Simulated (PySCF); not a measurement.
Work out the structure from these simulated measurements.

Formula: C4H3FN2Si.

- Triplet: lowest triplet excitation (Tamm–Dancoff): 3.47 eV [TDA CAM-B3LYP/def2-SVPD]
- UV, first state: lowest singlet excitation: 5.87 eV (211 nm, f = 0.291) [TDDFT CAM-B3LYP/def2-SVPD]
- Rotational structure: rotational constants A, B, C: 1.763, 1.519, 0.975 GHz [GFN2-xTB]
- Polarisability: 78.2 au [CAM-B3LYP/def2-SVPD]
- 1H NMR: chemical shifts (computed TMS as zero) by class: 6.13 (1 H), 4.85 (2 H) ppm [GIAO PBE0/pcSseg-1]
- NMR, other nuclei: isotropic shieldings of nuclei other than C and H, by class: -106 (1 N), -73 (1 N), 237 (1 F), 429 (1 Si) ppm [GIAO PBE0/pcSseg-1]
- 13C NMR: chemical shifts (computed TMS as zero) by class: 191.4 (1 C), 119.1 (1 C), 118.5 (1 C), 107.9 (1 C) ppm [GIAO PBE0/pcSseg-1]

Gas-phase values; electronic properties from PySCF, density fitting. Levels stand in brackets. One conformer (not necessarily the lowest) at the GFN2-xTB geometry, without solvent, vibrations or thermal averaging. NMR classes are plain means over equivalent atoms (diastereotopic ones count apart unless rotation or inversion swaps them), as if these changed places fast.

Q: Give a SMILES that accounts for the data.

A: Numbering: `[N:1]#[C:2]/[CH:3]=[C:4](/[F:5])[SiH2:6][C:7]#[N:8]`. Its formula, C4H3FN2Si, gives 5 degrees of unsaturation: 0 rings and 5 π bonds in the structure found. 4 carbons fall into 4 classes; from least to most shielded: vinylic C–F carbon [C4] (191.4 ppm), cyano carbon [C7] (119.1 ppm), nitrile carbon [C2] (118.5 ppm), alkene CH carbon [C3] (107.9 ppm). Hydrogen classes from least to most shielded: 1 H on an alkene CH carbon, C3 (6.13 ppm), 2 H on an SiH2 silicon, Si6 (4.85 ppm). The other shieldings belong to: -106 ppm, cyano nitrogen [N8]; -73 ppm, nitrile nitrogen [N1]; 237 ppm, vinyl fluorine [F5]; 429 ppm, SiH2 silicon [Si6]. S1 is mainly HOMO→LUMO (weight 0.94); the largest Löwdin shares of the orbital it empties are 0.25 on the alkene CH carbon, 0.23 on the vinylic C–F carbon, 0.21 on the nitrile nitrogen and 0.14 on the nitrile carbon, of the orbital it fills 0.30 on the vinylic C–F carbon, 0.21 on the alkene CH carbon, 0.11 on the nitrile nitrogen and 0.10 on the SiH2 silicon. The optimised geometry has point group C1 and is an asymmetric top. Structure: `N#C/C=C(/F)[SiH2]C#N`. Computed isomers that give other values at the same levels: `N#C/C=C(\C#N)[SiH2]F` (13C chemical shifts (computed TMS as zero) by class: 136.9 (1 C), 135.6 (1 C), 119.5 (1 C), 118.6 (1 C) ppm); `N#C[SiH2]/C=C(/F)C#N` (13C chemical shifts (computed TMS as zero) by class: 152.5 (1 C), 121.5 (1 C), 121.4 (1 C), 116.6 (1 C) ppm). The assignments are read from this structure; whether some other isomer fits the data as well wasn't checked.

Shape of the structure used: `[N:1]#[C:2]/[CH:3]=[C:4](/[F:5])[SiH2:6][C:7]#[N:8]`: C3–C4–Si6–C7 69°.
